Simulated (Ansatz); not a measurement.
Saddle point of BNH$_{8}$O$_{2}$, singlet (BNH₄ ([BH2][NH2]) + H₂O + H₂O → BH₃O ([BH2][OH]) + H₂O + NH₃ (still joined by a long B–N bond); bonds formed: N2–H7, H5–O8; dative contacts that become bonds: B1–O6; bonds broken: H5–O6, H7–O8; bonds weakened to dative contacts: B1–N2), PBE0-D4/def2-TZVP structure:

B1  (-1.120, -0.200, -0.113)
N2  (0.148, -0.993, -0.556)
H3  (-1.624, 0.336, -1.071)
H4  (-1.884, -0.853, 0.564)
H5  (0.495, 1.063, 0.648)
O6  (-0.598, 0.967, 0.823)
H7  (1.178, -0.123, -0.265)
O8  (1.707, 0.755, 0.236)
H9  (0.115, -1.220, -1.541)
H10  (0.281, -1.863, -0.055)
H11  (-0.773, 0.773, 1.746)
H12  (2.074, 1.357, -0.415)
(Å)

Energies are electronic, without zero-point energy. Barriers and step energies count from the start structure reached by relaxing down the imaginary mode; all methods use the PBE0-D4 structures, on which another method's saddle can fall below an end. Program: Ansatz 0.2.0. Basis: def2-TZVPP, with def2-QZVPP for the basis limit. Cores are frozen in the correlated methods. B3LYP uses VWN-RPA correlation. Extrapolation: Hartree–Fock as exp(−7.88 √X), correlation as X^−2.97.

```tsv
method	barrier (kJ/mol)	step energy (kJ/mol)
SPW92	-13.5	-45.9
PBE-D4	?	-58.1
BLYP-D4	8.0	-62.7
r2SCAN-D4	3.4	-63.5
B97M-V	?	-73.1
PBE0-D4	6.7	-64.1
B3LYP-D4	11.5	-66.9
r2SCAN0-D4	7.9	-67.2
BHLYP-D4	19.0	-74.2
CAM-B3LYP-D4	10.7	-67.0
wB97X-V	?	-68.6
wB97M-V	14.9	-67.1
B2PLYP	12.8	-68.8
PBE-QIDH	10.3	-68.4
RPA on PBE	12.2	-69.7
HF	39.2	-90.2
MP2	10.0	-68.3
CCSD	18.2	-73.8
CCSD(T)	14.4	-70.2
```

(1) Fill in the withheld barriers. (To be estimated.)

The T1 diagnostic stays at or below 0.011.

Answers

(1) The calculation gives: wB97X-V 12.3; B97M-V 16.0; PBE-D4 1.3 kJ/mol. Each is the energy of the saddle less that of the start structure, by the same method.

For comparison, the barrier by CCSD(T) at an estimated basis limit (MP2 extrapolated from triple and quadruple zeta, plus CCSD(T) − MP2 in triple zeta) is 15.7 kJ/mol.

The step is the kind of ligand exchange by which a precursor binds to a hydroxyl group, or is hydrolysed, in atomic layer deposition of oxides.

Labels in which every atom is bracketed show which atoms are joined, not bond orders.

For scale, one of the runs: CCSD(T)/def2-TZVPP, 236 basis functions, launched by `ansatz run in.yaml --threads 4 --pin off --events-out ev --progress --plain --max-ram 9574MiB`. Time: 2.8 min of wall clock on 4 CPU threads of an Intel Xeon; the host was shared. Peak host memory: 4.7 GiB.
